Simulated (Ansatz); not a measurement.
Isolated molecules relaxed with PBE0-D4/def2-TZVP in Ansatz; ΔE leaves out vibrations. CBS: MP2 limit from def2 TZ/QZ plus the TZ coupled-cluster correction, frozen cores. This one scheme is used for every species. DFT in def2-TZVPP. B3LYP here is the variant with VWN-RPA as its local correlation; programs differ in this. HSE06 is defined as in plane-wave codes. For Ge outer-core shells are correlated without core-valence functions, which leaves a few kJ/mol of doubt a bond. Scalar relativity is left out up to krypton. Each species was taken in one conformer, which may not be the lowest.

`CNC=O` + `[SiH3][NH][GeH3]` → `C[N]([SiH3])[GeH3]` + `NC=O`  (substitution at a C–N bond)

```json
{"level": "LDA (SPW92)", "ΔE (kcal/mol)": "4.8", "difference from CCSD(T)/CBS": "0.4"}
{"level": "BLYP-D4", "ΔE (kcal/mol)": "3.8", "difference from CCSD(T)/CBS": "-0.6"}
{"level": "r2SCAN-D4", "ΔE (kcal/mol)": "4.8", "difference from CCSD(T)/CBS": "0.4"}
{"level": "B97M-V", "ΔE (kcal/mol)": "4.6", "difference from CCSD(T)/CBS": "0.2"}
{"level": "PBE0-D4", "ΔE (kcal/mol)": "4.4", "difference from CCSD(T)/CBS": "0.0"}
{"level": "B3LYP-D4", "ΔE (kcal/mol)": "4.2", "difference from CCSD(T)/CBS": "-0.2"}
{"level": "r2SCANh-D4", "ΔE (kcal/mol)": "4.8", "difference from CCSD(T)/CBS": "0.4"}
{"level": "HSE06-D4", "ΔE (kcal/mol)": "4.5", "difference from CCSD(T)/CBS": "0.1"}
{"level": "BHLYP-D4", "ΔE (kcal/mol)": "4.5", "difference from CCSD(T)/CBS": "0.1"}
{"level": "CAM-B3LYP-D4", "ΔE (kcal/mol)": "4.7", "difference from CCSD(T)/CBS": "0.3"}
{"level": "ωB97X-V", "ΔE (kcal/mol)": "4.5", "difference from CCSD(T)/CBS": "0.1"}
{"level": "ωB97M-V", "ΔE (kcal/mol)": "4.3", "difference from CCSD(T)/CBS": "-0.1"}
{"level": "B2PLYP", "ΔE (kcal/mol)": "5.0", "difference from CCSD(T)/CBS": "0.6"}
{"level": "PBE-QIDH", "ΔE (kcal/mol)": "4.8", "difference from CCSD(T)/CBS": "0.4"}
{"level": "PBE", "ΔE (kcal/mol)": "5.0", "difference from CCSD(T)/CBS": "0.6"}
{"level": "revPBE", "ΔE (kcal/mol)": "5.2", "difference from CCSD(T)/CBS": "0.8"}
{"level": "BLYP", "ΔE (kcal/mol)": "5.5", "difference from CCSD(T)/CBS": "1.1"}
{"level": "PBE0", "ΔE (kcal/mol)": "5.2", "difference from CCSD(T)/CBS": "0.8"}
{"level": "B3LYP", "ΔE (kcal/mol)": "5.6", "difference from CCSD(T)/CBS": "1.2"}
{"level": "r2SCANh", "ΔE (kcal/mol)": "5.1", "difference from CCSD(T)/CBS": "0.7"}
{"level": "r2SCAN0", "ΔE (kcal/mol)": "5.1", "difference from CCSD(T)/CBS": "0.7"}
{"level": "HSE06", "ΔE (kcal/mol)": "5.2", "difference from CCSD(T)/CBS": "0.8"}
{"level": "BHLYP", "ΔE (kcal/mol)": "5.7", "difference from CCSD(T)/CBS": "1.3"}
{"level": "CAM-B3LYP", "ΔE (kcal/mol)": "5.5", "difference from CCSD(T)/CBS": "1.1"}
{"level": "LC-ωPBE", "ΔE (kcal/mol)": "5.2", "difference from CCSD(T)/CBS": "0.8"}
{"level": "RPA@PBE/def2-TZVPP", "ΔE (kcal/mol)": "4.0", "difference from CCSD(T)/CBS": "-0.4"}
{"level": "HF/def2-SVP", "ΔE (kcal/mol)": "6.1", "difference from CCSD(T)/CBS": "1.7"}
{"level": "CCSD/def2-SVP", "ΔE (kcal/mol)": "4.5", "difference from CCSD(T)/CBS": "0.1"}
{"level": "CCSD(T)/def2-SVP", "ΔE (kcal/mol)": "4.3", "difference from CCSD(T)/CBS": "-0.1"}
{"level": "HF/def2-TZVPP", "ΔE (kcal/mol)": "6.0", "difference from CCSD(T)/CBS": "1.6"}
{"level": "MP2/def2-TZVPP", "ΔE (kcal/mol)": "4.0", "difference from CCSD(T)/CBS": "-0.4"}
{"level": "SCS-MP2/def2-TZVPP", "ΔE (kcal/mol)": "4.3", "difference from CCSD(T)/CBS": "-0.1"}
{"level": "CCSD/def2-TZVPP", "ΔE (kcal/mol)": "4.5", "difference from CCSD(T)/CBS": "0.1"}
{"level": "CCSD(T)/def2-TZVPP", "ΔE (kcal/mol)": "4.2", "difference from CCSD(T)/CBS": "-0.2"}
{"level": "HF/def2-QZVPP", "ΔE (kcal/mol)": "6.1", "difference from CCSD(T)/CBS": "1.7"}
{"level": "MP2/def2-QZVPP", "ΔE (kcal/mol)": "4.0", "difference from CCSD(T)/CBS": "-0.4"}
{"level": "SCS-MP2/def2-QZVPP", "ΔE (kcal/mol)": "4.4", "difference from CCSD(T)/CBS": "0.0"}
{"level": "HF/CBS(def2)", "ΔE (kcal/mol)": "6.1", "difference from CCSD(T)/CBS": "1.7"}
{"level": "MP2/CBS(def2)", "ΔE (kcal/mol)": "4.1", "difference from CCSD(T)/CBS": "-0.3"}
{"level": "CCSD/CBS(def2)", "ΔE (kcal/mol)": "4.6", "difference from CCSD(T)/CBS": "0.2"}
{"level": "CCSD(T)/CBS", "ΔE (kcal/mol)": "4.4", "difference from CCSD(T)/CBS": "0"}
```

Largest T1 diagnostic among the species: 0.016.

Leaving LDA and LC-ωPBE aside and taking each functional with its dispersion term where it has one, the values, not all of them listed here, spread over 1.4 kcal/mol, from revPBE-D4 to B2PLYP. The D4 term adds −1.4 kcal/mol with B3LYP and −0.8 kcal/mol with PBE0; it sums over pairs of atoms, weighted by their polarisabilities, and B3LYP, whose exchange is more repulsive, gets the larger term. In def2-TZVPP, CCSD(T) changes the Hartree–Fock value by −1.8 kcal/mol (the triples alone add −0.2 kcal/mol) and MP2 by −2.1 kcal/mol.
